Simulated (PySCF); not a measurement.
Record of a relaxation.

Compound: 4-methylanisole, C₈H₁₀O.
Bonds: C1–O2, O2–C3, C3–C4 (aromatic), C4–C5 (aromatic), C5–C6 (aromatic), C6–C7, C6–C8 (aromatic), C8–C9 (aromatic), C3–C9 (aromatic). Hydrogens: H10, H11, H12 on C1; H13 on C4; H14 on C5; H15, H16, H17 on C7; H18 on C8; H19 on C9.

Computed by this run: PySCF 2.14.0, PBE0-D3(BJ)/def2-SVP geometry optimisation, gas phase; density fitting, grid level 1; the optimiser is geomeTRIC in internal coordinates, started from a GFN2-xTB structure with every atom displaced at random (about 0.01 Å). 5 of its 9 geometries are shown. The frame can shift and turn from step to step; on so coarse a grid that alone can change the energy by a few meV, and forces under 0.02 eV/Å are noise.

Step 0: E = -10486.3437 eV, largest atomic force 2.775 eV/Å
```
atom  x, y, z in Å  |  force x, y, z in eV/Å
C1      3.324   -0.682   -0.052   -1.329   1.565   0.141
O2      2.467    0.456   -0.252   -0.106  -0.914   0.186
C3      1.105    0.299   -0.104    2.656   0.244  -0.012
C4      0.383    1.446   -0.294   -2.770  -0.135   0.069
C5     -1.023    1.382   -0.166    0.989   0.541  -0.014
C6     -1.666    0.205    0.178    0.129  -0.285  -0.005
C7     -3.145    0.139    0.308   -0.189   0.458  -0.217
C8     -0.867   -0.925    0.365   -1.328  -0.298   0.359
C9      0.494   -0.886    0.257    0.581  -0.697  -0.217
H10     3.220   -1.050    0.974    0.102  -0.217   0.229
H11     3.071   -1.459   -0.761    0.039  -0.613  -0.412
H12     4.326   -0.300   -0.217    0.462  -0.028  -0.082
H13     0.820    2.375   -0.558    0.822   0.872  -0.256
H14    -1.623    2.286   -0.304    0.082   0.069  -0.060
H15    -3.609   -0.115   -0.655   -0.145  -0.028  -0.107
H16    -3.455   -0.608    1.030   -0.168  -0.389   0.355
H17    -3.551    1.112    0.627   -0.062  -0.061  -0.033
H18    -1.364   -1.862    0.635    0.085  -0.060   0.004
H19     1.060   -1.804    0.398    0.151  -0.026   0.072
```

Step 2: E = -10486.5276 eV, largest atomic force 0.171 eV/Å
```
atom  x, y, z in Å  |  force x, y, z in eV/Å
C1      3.275   -0.698   -0.338   -0.013  -0.053  -0.020
O2      2.457    0.435   -0.366    0.086  -0.076  -0.022
C3      1.135    0.287   -0.138    0.061   0.159   0.019
C4      0.366    1.453   -0.265   -0.079  -0.087   0.047
C5     -1.001    1.410   -0.038   -0.052   0.018  -0.011
C6     -1.653    0.219    0.317    0.037   0.033  -0.015
C7     -3.140    0.176    0.520   -0.001  -0.010   0.006
C8     -0.867   -0.926    0.443    0.008  -0.086   0.006
C9      0.512   -0.912    0.221   -0.020   0.077  -0.017
H10     3.309   -1.167    0.662   -0.030   0.019   0.014
H11     2.942   -1.457   -1.069    0.033   0.001   0.011
H12     4.288   -0.369   -0.602   -0.015   0.012  -0.009
H13     0.871    2.383   -0.535    0.001  -0.037   0.000
H14    -1.585    2.330   -0.139   -0.005   0.006   0.001
H15    -3.665   -0.066   -0.420   -0.005   0.006  -0.001
H16    -3.426   -0.588    1.258    0.005  -0.001  -0.003
H17    -3.528    1.145    0.869    0.002  -0.001   0.001
H18    -1.337   -1.872    0.727   -0.017   0.004   0.002
H19     1.084   -1.833    0.339    0.001   0.018  -0.009
```

Step 4: E = -10486.5305 eV, largest atomic force 0.046 eV/Å
```
atom  x, y, z in Å  |  force x, y, z in eV/Å
C1      3.273   -0.702   -0.326    0.007   0.010   0.037
O2      2.461    0.435   -0.384   -0.023  -0.004  -0.040
C3      1.138    0.299   -0.150    0.002   0.006   0.018
C4      0.362    1.459   -0.269   -0.002  -0.013   0.007
C5     -1.005    1.411   -0.040   -0.013   0.003   0.001
C6     -1.652    0.217    0.313   -0.002   0.004  -0.007
C7     -3.138    0.170    0.527   -0.002   0.003  -0.002
C8     -0.863   -0.928    0.430    0.022   0.024  -0.001
C9      0.514   -0.901    0.204    0.004  -0.034   0.003
H10     3.294   -1.143    0.687   -0.003  -0.005  -0.006
H11     2.948   -1.479   -1.042   -0.002   0.000  -0.011
H12     4.288   -0.379   -0.591    0.006  -0.001   0.002
H13     0.862    2.390   -0.541   -0.001   0.009  -0.001
H14    -1.591    2.330   -0.135   -0.002   0.001   0.000
H15    -3.671   -0.064   -0.410   -0.001   0.003  -0.001
H16    -3.416   -0.601    1.261    0.000  -0.003  -0.001
H17    -3.524    1.135    0.888   -0.001  -0.002   0.003
H18    -1.331   -1.876    0.710    0.003   0.004  -0.002
H19     1.089   -1.821    0.313    0.005  -0.004   0.000
```

Step 6: E = -10486.5312 eV, largest atomic force 0.022 eV/Å
```
atom  x, y, z in Å  |  force x, y, z in eV/Å
C1      3.274   -0.695   -0.322    0.000   0.004  -0.001
O2      2.457    0.437   -0.399    0.012  -0.012  -0.014
C3      1.135    0.299   -0.158    0.014   0.003   0.011
C4      0.358    1.459   -0.273   -0.009  -0.004   0.002
C5     -1.008    1.410   -0.039    0.000   0.011  -0.010
C6     -1.652    0.215    0.313    0.004  -0.008   0.004
C7     -3.137    0.165    0.531    0.002  -0.001   0.001
C8     -0.861   -0.929    0.427   -0.013  -0.012   0.008
C9      0.516   -0.903    0.198   -0.003   0.021  -0.007
H10     3.285   -1.128    0.695   -0.003   0.000   0.000
H11     2.961   -1.479   -1.035    0.005   0.000   0.000
H12     4.291   -0.370   -0.577   -0.002   0.003   0.004
H13     0.857    2.391   -0.545   -0.002  -0.005   0.003
H14    -1.595    2.329   -0.131   -0.001   0.000   0.000
H15    -3.673   -0.063   -0.407    0.001   0.002  -0.001
H16    -3.412   -0.612    1.259    0.000  -0.002  -0.003
H17    -3.523    1.127    0.899    0.000  -0.001   0.003
H18    -1.328   -1.877    0.707   -0.001  -0.004   0.001
H19     1.092   -1.823    0.303   -0.003   0.004   0.000
```

Step 8: E = -10486.5319 eV, largest atomic force 0.023 eV/Å
```
atom  x, y, z in Å  |  force x, y, z in eV/Å
C1      3.278   -0.683   -0.315    0.001   0.000  -0.006
O2      2.454    0.441   -0.420   -0.002   0.004   0.006
C3      1.133    0.302   -0.170   -0.004  -0.009  -0.001
C4      0.352    1.459   -0.281   -0.007  -0.009   0.001
C5     -1.013    1.406   -0.041   -0.011   0.020  -0.006
C6     -1.653    0.210    0.313    0.012  -0.015   0.003
C7     -3.137    0.154    0.538    0.002   0.009  -0.003
C8     -0.858   -0.932    0.423   -0.002   0.003   0.003
C9      0.517   -0.902    0.186    0.010  -0.002   0.001
H10     3.269   -1.108    0.705    0.002   0.000   0.001
H11     2.988   -1.476   -1.028   -0.001   0.001   0.002
H12     4.297   -0.352   -0.551    0.001   0.000   0.001
H13     0.847    2.393   -0.554   -0.003  -0.001   0.000
H14    -1.603    2.323   -0.130   -0.002   0.002   0.000
H15    -3.677   -0.060   -0.400    0.000   0.003  -0.001
H16    -3.408   -0.633    1.257    0.002  -0.002  -0.003
H17    -3.522    1.110    0.922   -0.001  -0.001   0.003
H18    -1.321   -1.883    0.704    0.003  -0.001   0.000
H19     1.096   -1.820    0.288    0.000  -0.001  -0.001
```

Question: Summarise the path.

Answer: The energy falls by 18.16 kJ/mol from step 0 to step 8; nine tenths of that is first reached at step 1. It rises by more than 0.2 meV at step 3. The largest force goes from 2.775 to 0.023 eV/Å. Among the bonds C1–O2 changes most, from 1.439 to 1.398 Å; the atoms move by 0.028 Å rms after alignment.

What follows is the cost of the whole optimisation. The run took 1.8 min wall on one thread, AMD EPYC 7B13 (x86_64), on a shared host, and the process peaked at 0.83 GiB of memory.
